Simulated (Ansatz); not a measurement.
**C5H8O2 (SMILES CC(=O)CC(C)=O): methods side by side**

C5H8O2: 15 atoms, total charge 0, spin state singlet. SMILES: `CC(=O)CC(C)=O`. The coordinates come from a PBE0-D4/def2-TZVP relaxation. This is one conformer, not always the lowest.

Quantity: the vertical energy of the triplet above the singlet, in eV. The values are calculated.

```
                               level                   kind  program  value (eV)  less CCSD(T)/6-31G*  CPU time (all runs)
  SVWN5/6-31G* (spherical functions)                    LDA   Ansatz        3.34                -0.81                 26 s
 r2SCAN/6-31G* (spherical functions)               meta-GGA   Ansatz        3.42                -0.73              1.8 min
  BHLYP/6-31G* (spherical functions)          global hybrid   Ansatz        3.71                -0.44                 58 s
   PBE0/6-31G* (spherical functions)          global hybrid   Ansatz        3.71                -0.44                 68 s
  B3LYP/6-31G* (Cartesian functions)          global hybrid   Ansatz        3.73                -0.42                 87 s
    MP2/6-31G* (spherical functions)    perturbation theory   Ansatz        4.58                +0.43                 44 s
CCSD(T)/6-31G* (spherical functions)  coupled cluster or CI   Ansatz        4.15                 0.00               11 min
   CCSD/6-31G* (spherical functions)  coupled cluster or CI   Ansatz        4.09                -0.06              6.1 min
```

CCSD(T)/6-31G* (spherical functions) is the highest level here, not the true value. The values span 3.34 to 4.58 eV. Times are those of the runs behind each value, whatever else they computed, on shared processors of several kinds: orders of magnitude only.
